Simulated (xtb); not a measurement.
C₂H₅ClOSi, SMILES C=CO[SiH2]Cl. All values are semi-empirical tight-binding results from xtb (GFN2-xTB unless named), good for trends rather than for accurate numbers. Geometry optimised at GFN2-xTB. This is a generated structure with no PubChem entry under its InChIKey; it may be hypothetical. The values are those of a single conformer.

| Item | Result |
|---|---|
| point group as xtb finds it | Cs |
| orbital gap | 5.12 eV |
| dipole moment | 2.72 D |
| zero-point energy | 39.8 kcal/mol |
| G − E(el) at 298.15 K (modified RRHO) | 19.8 kcal/mol |
| static polarisability (D4 model) | 72.4 bohr³ |
| solvation energy, GFN2-xTB/ALPB(water) | -0.7 kcal/mol |
| solvation energy, GFN2-xTB/ALPB(hexane) | -3.8 kcal/mol |
